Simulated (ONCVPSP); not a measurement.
**PBE ONCV dataset for cobalt (Co), scalar-relativistic all-electron reference.**

cobalt, optimised norm-conserving Vanderbilt (ONCV), made with ONCVPSP 4.0.1 (PBE, scalar-relativistic). Core [Ar], reference 3d7 4s2. Waves: 4s: rc 2.45 bohr, ncon 3, nbas 6, qcut 2.5 1/bohr, 2 projectors, debl 2.3 Ha; p scattering state at 0.12 Ha: rc 2.35 bohr, ncon 3, nbas 7, qcut 3.3 1/bohr, 2 projectors, debl 2.8 Ha; 3d: rc 1.00 bohr, ncon 4, nbas 8, qcut 15.9 1/bohr, 2 projectors, debl 2.3 Ha. Local part: polynomial inside 0.80 bohr (lpopt 5, dvloc0 0 Ha). Core correction: Teter function, fcfact 5.25, rcfact 1.3.

In the p channel the program set the typed energies aside and used 0.050, 2.850 Ha.

All-electron outer shells of the reference configuration (PBE, scalar-relativistic, ld1.x):

| shell | level (eV) | outermost node (bohr) | outermost maximum (bohr) |
| --- | --- | --- | --- |
| 3p | -65.64 | 0.28 | 0.68 |
| 3d | -8.20 | – | 0.66 |
| 4s | -5.47 | 0.96 | 2.32 |

What the tests gave:

```json
{"Cutoffs needed": "95 Ha and 108 Ha (the cutoffs (Ha) at which the residual kinetic energy of the hardest occupied pseudo-wave falls to 1 and 0.1 mHa per electron)", "Ghost test": "ghosts flagged at negative energy: s at -108.4 eV; GHOST(+) flagged for p at 35.5 eV; a true bound ghost makes a file unfit for plane-wave use", "Largest excitation error": "-267 meV (all-electron minus pseudo) for 3d6 4s0, out of 4 test configurations", "rms error of d²Exc/dni dnj": "10.93 mHa without and 4.76 mHa with the model core"}
```

Generation and tests took about 6.1 s on one core of a shared server CPU.
